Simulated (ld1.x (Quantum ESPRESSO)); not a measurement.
**Before and after: TM potential for iron (Fe)**

```
Element                 : iron
Generator               : ld1.x (Quantum ESPRESSO) 7.5
Type                    : norm-conserving Troullier–Martins (Kleinman–Bylander form)
Functional              : PBEsol
Relativity              : scalar-relativistic
Frozen core             : [Ar]
Valence charge          : 8
Reference configuration : 3d6 4s1.5 4p0 (charge +0.5)
Partial waves           : 4s (bound): rc 2.60 bohr; 3d (bound): rc 1.35 bohr; 4p (bound, empty): rc 3.20 bohr
Local potential         : the p channel
Core correction         : a·sin(br)/r model core inside 0.85 bohr
```

Change: all radii but the core radius scaled by about 1.08 (s 2.82, p 3.46, d 1.46 bohr).

Cutoffs: the cutoffs (Ry, on a coarse ladder) from which the occupation-weighted sum of valence levels, in a spherical-Bessel basis at the reference potential, stays within 10 and 1 mRy of its value at 400 Ry; they do not see the model core or the augmentation charge, which bear on the density cutoff. Errors are all-electron minus pseudo energies relative to the spin-unpolarised reference configuration.

Question: How do hardness, ghosts and transferability respond?

Answer: The potential gets softer (140 Ry and 200 Ry → 110 Ry and 180 Ry); the bound ghost in s disappears; of the 7 tests that both files solve, the error grows in 1 and shrinks in 1 by more than 15 % and 0.3 meV (median size 43.1 → 49.2 meV). A larger radius leaves more room for a smooth pseudo-wave, so fewer plane waves are needed.

```tsv
quantity	base	changed
cutoff, loose	140 Ry	110 Ry
cutoff, tight	200 Ry	180 Ry
loose cutoff by channel (10 mRy a level)	s 6 Ry, d 110 Ry	s 6 Ry, d 100 Ry
bound ghosts	s	none
error for 3d6 4s2 4p0, meV [ΔE -3.49 eV]	-3.1	-2.6
error for 3d6 4s1 4p0, meV [ΔE 5.25 eV]	-5.1	-4.8
error for 3d6 4s0 4p0, meV [ΔE 21.37 eV]	-43	-49
error for 3d5 4s0 4p0, meV [ΔE 55.55 eV]	-657	-720
error for 3d7 4s1 4p0, meV [ΔE -4.29 eV]	-279	-254
error for 3d5 4s2 4p1, meV [ΔE 5.28 eV]	-577	-498
error for 3d6 4s0 4p2, meV [ΔE 5.00 eV]	-6.6	-8.8
```

 A true bound ghost makes a file unfit for plane-wave use even where its test errors are small: the radial tests pick states by their node count and pass the ghost by.
